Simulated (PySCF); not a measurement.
These compounds are isomers of formula C$_{5}$H$_{11}$PSi.

A. `C=C[Si]1(P)CCC1`
B. SMILES C=CC(C=C)[SiH2]P
C. SMILES [SiH2](C)P1CC=CC1

Spectrum 1. 1H NMR (400 MHz, computed): δ 7.07 (m, 1H), 6.50 (m, 1H), 6.15 (m, 1H), 2.45 (m, 1H), 2.34 (m, 1H), 1.68 (m, 2H), 1.37 (m, 2H), 1.09 (m, 2H). 13C{1H} NMR (computed): δ 148.0 (CH), 142.4 (CH2), 21.4 (CH2), 17.3 (CH2).

Spectrum 2. 1H NMR (400 MHz, computed): δ 6.15 (m, 2H), 4.09 (m, 2H), 2.69 (m, 4H), 0.18 (m, 3H). 13C{1H} NMR (computed): δ 139.3 (CH), 32.6 (CH2), -8.0 (CH3).

Spectrum 3. 1H NMR (400 MHz, computed): δ 6.05 (m, 2H), 5.29 (m, 2H), 5.23 (m, 2H), 4.23 (m, 2H), 2.81 (m, 1H), 0.82 (m, 2H). 13C{1H} NMR (computed): δ 145.7 (CH), 119.8 (CH2), 47.4 (CH).

[PySCF 2.14: structure optimised with GFN2-xTB; PBE0/pcSseg-1 with gauge-including orbitals; no solvent; non-relativistic Hamiltonian; equivalent nuclei averaged; a single conformation]

Shifts are taken against calculated references (same method and geometry level): 1H and 13C vs TMS. Splittings of carbon signals by F and P are missing where no couplings were computed. Where no couplings were computed, multiplicities follow the n + 1 count of equivalent neighbours, and m marks all less simple cases (inequivalent or close neighbours, rings, F or P nearby). Shifts are as computed. Against solution values, carbons near 30 ppm lie about +3 ppm off and those near 130 ppm about +5 ppm. Of 1211 compounds with measured shifts, 218 miss one by over three times the rms of a fit or turn the order of signals round; such compounds aren't used in these exercises.

Problem. Which spectrum belongs to which compound?

Solution. 1–A, 2–C, 3–B.

- Spectrum 1 (A): 4 13C signals; δC 148.0 is an alkene CH; δC 142.4 is a terminal =CH2 carbon.
- Spectrum 2 (C): 3 13C signals; δC 139.3 is an alkene CH; δC -8.0 is a methyl carbon bonded to Si.
- Spectrum 3 (B): 3 13C signals; δC 145.7 is an alkene CH; δC 119.8 is a terminal =CH2 carbon.
